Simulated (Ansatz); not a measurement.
Program: Ansatz. Geometries: PBE0-D4/def2-TZVP. ΔE: electronic, gas phase. CCSD(T)/CBS adds triple-zeta CCSD(T) − MP2 to the extrapolated MP2 energy (def2 sets, frozen cores). This one scheme is used for every species. Functionals use def2-TZVPP. Each species was taken in one conformer, which may not be the lowest.

`B[SiH](O)C=O` + H₂ → `B[SiH2]O` + `C=O`  (hydrogenolysis of the Si–C bond)

CCSD(T)/CBS gives -23.2 kJ/mol.

(1) Another level gave -9.3 kJ/mol. Which?
A. ωB97M-V/def2-TZVPP
B. r2SCAN/def2-TZVPP
C. CCSD(T)/def2-TZVPP
D. PBE-D4/def2-TZVPP

Largest T1 diagnostic among the species: 0.016.

Answers

(1) D. PBE-D4 -9.3, r2SCAN -14.2, CCSD(T)/def2-TZVPP -26.9, ωB97M-V -22.4 kJ/mol.

In def2-TZVPP, CCSD(T) changes the Hartree–Fock value by +25.7 kJ/mol (the triples alone add +6.2 kJ/mol) and MP2 by +27.9 kJ/mol. The D4 term adds +9.0 kJ/mol with B3LYP and +4.9 kJ/mol with PBE0; it sums over pairs of atoms, weighted by their polarisabilities, and B3LYP, whose exchange is more repulsive, gets the larger term. From PBE to PBE0 (25 % exact exchange), in def2-TZVPP and without D4, ΔE moves by −10.4 kJ/mol.

B3LYP here is the variant with VWN-RPA as its local correlation; programs differ in this.
